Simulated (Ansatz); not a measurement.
```yaml
crystal:
  periodic: [false, false, false]
  atoms:
    - {symbol: C, position_ang: [-1.071223, -1.669252, 1.644217]}
    - {symbol: O, position_ang: [-0.703833, 0.060511, 1.665119]}
    - {symbol: Si, position_ang: [-0.519437, 1.242189, 0.025774]}
    - {symbol: Cl, position_ang: [-2.635054, 1.026074, -1.420017]}
    - {symbol: Cl, position_ang: [-0.366382, 3.628655, 0.906991]}
    - {symbol: Ge, position_ang: [1.840414, 0.612494, -1.660248]}
    - {symbol: H, position_ang: [-0.112976, -2.374413, 0.967710]}
    - {symbol: H, position_ang: [-2.286948, -1.903745, 1.065330]}
    - {symbol: H, position_ang: [-1.102379, -2.100412, 2.936156]}
    - {symbol: H, position_ang: [1.848004, 1.750592, -3.203282]}
    - {symbol: H, position_ang: [1.753272, -1.220435, -2.232027]}
    - {symbol: H, position_ang: [3.452542, 0.878740, -0.653099]}
basis:
  gaussian: {orbitals: aug-pcseg-2}
hamiltonian: {xc: {name: PBE0}}
accuracy: high
output: {forces: true}
```

```sh
$ ansatz run in.yaml --threads 4 --pin off --events-out ev --progress --plain --max-ram 11315MiB
```

Output, abridged:

```
Functional definition: PBE0
6851 factors; integrals over basis functions are off by at most 6.5e-9 eV
mean field evaluation 1: about -92590.2105 eV, gradient 5.8e1 eV
mean field evaluation 2: about -92468.1476 eV, gradient 1.9e2 eV
mean field evaluation 4: about -92596.8218 eV, gradient 2.0e1 eV
mean field evaluation 8: about -92597.8740 eV, gradient 5.4e-1 eV
mean field evaluation 16: about -92597.9943 eV, gradient 1.1e-3 eV
mean field -92597.99430767 eV, -3402.9135256321 hartree, gradient 4.6e-8 eV, S^2 0.000000; 0 other end points of the search recorded, 0 dependent functions left out
reference -92597.99431513 eV, -3402.9135259063 hartree; 50, 50 occupied and 389, 389 virtual orbitals, 6851 factors
Total energy: -92597.99431513 eV, -3402.9135259063 hartree
Atom 0 at    -1.071223    -1.669252     1.644217 Å, force    -0.282992    -0.774424    -0.459885 eV/Å
Atom 1 at    -0.703833     0.060511     1.665119 Å, force    -0.437851    -1.529853    -3.081890 eV/Å
Atom 2 at    -0.519437     1.242189     0.025774 Å, force    -1.288977    -1.009893     1.962914 eV/Å
Atom 3 at    -2.635054     1.026074    -1.420017 Å, force     2.532836     0.276860     1.745090 eV/Å
Atom 4 at    -0.366382     3.628655     0.906991 Å, force    -0.234546    -3.090890    -1.082942 eV/Å
Atom 5 at     1.840414     0.612494    -1.660248 Å, force     1.086187    -0.227087    -0.837032 eV/Å
Atom 6 at    -0.112976    -2.374413     0.967710 Å, force    -3.132113     2.634325     2.255554 eV/Å
Atom 7 at    -2.286948    -1.903745     1.065330 Å, force     4.152961     1.090330     1.930056 eV/Å
Atom 8 at    -1.102379    -2.100412     2.936156 Å, force     0.216919     1.937912    -4.335814 eV/Å
Atom 9 at     1.848004     1.750592    -3.203282 Å, force    -0.105428    -1.694659     2.402475 eV/Å
Atom 10 at     1.753272    -1.220435    -2.232027 Å, force     0.018492     2.761575     0.937982 eV/Å
Atom 11 at     3.452542     0.878740    -0.653099 Å, force    -2.525489    -0.374196    -1.436508 eV/Å
Dipole moment:     0.750030    -0.893678    -0.250912 e Å
```

It took 120 s on 4 threads of an Arm Neoverse V1 on a shared host, with 7.7 GiB of host memory at the peak.
